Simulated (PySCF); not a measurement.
methylamine (CH₅N), singlet, at a GFN2-xTB geometry, with bond 6-1 at 1.3 times its length. Base run: PySCF with DF-R2SCAN/def2-TZVP.

Here is a job for PySCF.
```python
from pyscf import gto, scf, dft

mol = gto.Mole()
mol.atom = '''
    C     0.060157    0.700592   -0.001314
    N     0.039662   -0.751725    0.002997
    H    -0.934520    1.169431   -0.017954
    H    -0.463987   -1.092953    0.815181
    H    -0.439056   -1.098165   -0.821958
    H     0.743802    1.145611    1.156502
    H     0.612946    1.037289   -0.877677
'''
mol.basis = 'def2-tzvp'
mol.charge = 0
mol.spin = 0
mol.verbose = 4
mol.build()

mf = dft.RKS(mol)
mf.xc = 'r2scan'
mf = mf.density_fit(auxbasis='def2-universal-jkfit')
mf.kernel()
```

The base run was repeated with changes; each row names its change, and settings that it needs were set with it.

```tsv
change	ΔE vs base (µEh)	SCF cycles
base	0.0	9
init_guess = 1e	0.0	13
level_shift = 0.1 (with mf.max_cycle = 100)	0.0	9
diis_space = 2	0.0	21
level_shift = 0.5 (with mf.max_cycle = 100)	0.0	15
level_shift = 1.0 (with mf.max_cycle = 100)	0.0	26
init_guess = huckel	0.0	10
solver = newton; init_guess = 1e	0.0	-
init_guess = vsap	0.0	10
init_guess = sap	0.0	11
diis_space = 20	0.0	9
conv_tol = 1e-7	0.0	7
init_guess = atom	0.0	10
```
